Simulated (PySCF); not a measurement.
Constitutional and geometric isomers with formula C2H3B. Gas-phase values, no solvent. Strings in code marks are SMILES.

The numbers are results of PBE-D3(BJ)/def2-TZVP // PBE0-D3(BJ)/def2-TZVP (PySCF), not measurements. Excitations are Tamm–Dancoff values on a coarser integration grid. The basis has no diffuse functions, so Rydberg states are missing or too high.

```
species   S1–T1 gap (TDA) (eV)  LUMO (eV)
--------  --------------------  ---------
`B1C=C1`                  0.69      -1.42
`B=C=C`                   0.46      -3.58
`BC#C`                    0.36      -3.37
```
